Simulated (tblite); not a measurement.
Species: C3H3N3O.
SMILES with atom numbers: `[O:1]=[CH:2][c:3]1[cH:4][nH:5][n:6][n:7]1` (hydrogens: H8 on C2; H9 on C4; H10 on N5)

Structure used (GFN2-xTB), in Å, numbered top down from 1:
```xyz
10
C3H3N3O angstrom
O     -2.4476    0.9394    0.3276
C     -1.8661   -0.0260   -0.0970
C     -0.4194   -0.1842   -0.1072
C      0.5768    0.6756    0.3390
N      1.7168    0.0135    0.0796
N      1.4491   -1.1693   -0.4854
N      0.1956   -1.2929   -0.5985
H     -2.3946   -0.8955   -0.5262
H      0.5300    1.6436    0.7898
H      2.6683    0.3004    0.2558
```

Level: GFN2-xTB in tblite, geometry and Hessian alike; calculated harmonic values, unscaled, isolated species. The method is semi-empirical: single wavenumbers can be off by several per cent or more. One conformer, not necessarily the lowest.

Harmonic wavenumbers (cm⁻¹): 122.7, 185.8, 249.0, 499.3, 613.2, 687.7, 702.4, 748.2, 797.9, 925.1, 928.0, 1005.8, 1055.6, 1081.2, 1219.8, 1264.1, 1343.3, 1374.6, 1423.4, 1487.2, 1751.5, 2812.0, 3201.7, 3435.4.

A = 8796, B = 2054, C = 1665 MHz; mass 97.028 u (most abundant isotopes); point group Cs, symmetry number 1.

Question: What is the zero-point energy?

Answer: Half the sum of the wavenumbers: 14457 cm⁻¹ = 172.95 kJ/mol.

Question: Entropy at 350 K, 1 bar (ideal gas, RRHO, classical rotation)?

Answer: Translation 169.25, rotation 114.01, vibration 51.41: S = 334.7 J/(mol K).

Question: And Cp and H(350 K) − H(0)?

Answer: Cp = 102.78 J/(mol K), of which vibrations give 69.52 (their classical limit is 24 R = 199.5); H(350 K) − H(0) = 22.26 kJ/mol without the zero-point energy, 10.62 from vibrations.

Question: What must be added to the electronic energy to get the Gibbs energy at 350 K and 1 bar?

Answer: ZPE + [H(350 K) − H(0)] − T·S = 172.95 + 22.26 − 117.13 = 78.08 kJ/mol.

Question: Blend soft modes into free rotors: weight 1/[1 + (100 cm⁻¹/ν̃)⁴] for the oscillator and the rest for a rotor with moment μB/(μ + B), μ = h/(8π²ν), B = 10⁻⁴⁴ kg m². What vibrational entropy results?

Answer: 50.66 J/(mol K) in place of 51.41, which changes −T·S at 350 K by +0.26 kJ/mol.

Question: Which modes carry the vibrational entropy at 350 K?

Answer: 122.7 cm⁻¹: 14.09; 185.8 cm⁻¹: 10.75; 249.0 cm⁻¹: 8.47; 499.3 cm⁻¹: 3.66; 613.2 cm⁻¹: 2.53; 687.7 cm⁻¹: 1.99 J/(mol K); the other 18 give 9.92 together.

Hindered rotation and anharmonicity are outside this model. Other conformers, if any are populated, would add a mixing term that is left out.

Hardware: one thread of an Arm Neoverse V2, on a shared host. Cost: 0.13 s of wall time. This covers the Hessian and the dipole derivatives.
